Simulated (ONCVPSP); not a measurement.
Logarithmic derivatives: carbon, ONCV

| Item | Value |
| --- | --- |
| Element | carbon |
| Generator | ONCVPSP 4.0.1 |
| Type | optimised norm-conserving Vanderbilt (ONCV) |
| Functional | PBEsol |
| Relativity | scalar-relativistic |
| Frozen core | [He] |
| Valence charge | 4 |
| Reference configuration | 2s2 2p1 (charge +1) |
| Partial waves | 2s: rc 1.05 bohr, ncon 3, nbas 8, qcut 5.8 1/bohr, 2 projectors, debl 2.6 Ha; 2p: rc 2.05 bohr, ncon 3, nbas 7, qcut 6.4 1/bohr, 2 projectors, debl 0.8 Ha; d scattering state at 0.32 Ha: rc 1.95 bohr, ncon 5, nbas 10, qcut 5.8 1/bohr, 2 projectors, debl 1.9 Ha |
| Local potential | polynomial inside 0.70 bohr (lpopt 5, dvloc0 6 Ha) |
| Core correction | none |

The phase is arctan(r·R′/R) of the radial function R(r), unwrapped; energies in Ha, scanned from -2 to 5 Ha. A pole is an energy at which the radial function vanishes at the test radius. The pseudo phase is shifted by a multiple of π to meet the all-electron one at the reference energy, and phase errors are pseudo minus all-electron; the curves can meet again beyond the range given. Levels narrower than the energy grid can be missing from the lists of poles.

Problem. For each channel, where are the poles, and over which energies does the pseudopotential scatter like the atom?

Solution.

```csv
channel,radius (bohr),reference energy (Ha),"poles, all-electron","poles, pseudo",unbroken range about the reference energy with phases within 0.05 rad,phase error 1 Ha above the reference energy (rad)
s,1.06,-0.94,4.74,4.71,the whole range,+0.000
p,2.08,-0.62,"-0.24, 3.44","-0.24, 3.52",below 4.9,+0.000
d,1.98,0.32,2.25,2.25,the whole range,-0.000
```

Phases in the p channel:

| E (Ha) | all-electron | pseudo |
| --- | --- | --- |
| -1.98 | 1.153 | 1.153 |
| -1.80 | 1.103 | 1.103 |
| -1.62 | 1.032 | 1.032 |
| -1.44 | 0.924 | 0.924 |
| -1.26 | 0.739 | 0.739 |
| -1.08 | 0.377 | 0.377 |
| -0.90 | -0.291 | -0.291 |
| -0.72 | -0.940 | -0.940 |
| -0.54 | -1.290 | -1.290 |
| -0.36 | -1.481 | -1.481 |
| -0.18 | -1.607 | -1.607 |
| 0.00 | -1.709 | -1.709 |
| 0.18 | -1.808 | -1.808 |
| 0.36 | -1.920 | -1.920 |
| 0.54 | -2.071 | -2.070 |
| 0.72 | -2.303 | -2.303 |
| 0.90 | -2.697 | -2.696 |
| 1.08 | -3.272 | -3.269 |
| 1.26 | -3.781 | -3.777 |
| 1.44 | -4.087 | -4.084 |
| 1.62 | -4.265 | -4.263 |
| 1.80 | -4.378 | -4.375 |
| 1.98 | -4.454 | -4.452 |
| 2.16 | -4.511 | -4.508 |
| 2.34 | -4.554 | -4.551 |
| 2.52 | -4.590 | -4.586 |
| 2.70 | -4.620 | -4.616 |
| 2.88 | -4.645 | -4.641 |
| 3.06 | -4.668 | -4.663 |
| 3.24 | -4.690 | -4.684 |
| 3.42 | -4.710 | -4.703 |
| 3.60 | -4.729 | -4.721 |
| 3.78 | -4.748 | -4.738 |
| 3.96 | -4.768 | -4.756 |
| 4.14 | -4.790 | -4.774 |
| 4.32 | -4.812 | -4.793 |
| 4.50 | -4.839 | -4.813 |
| 4.68 | -4.869 | -4.836 |
| 4.86 | -4.907 | -4.861 |
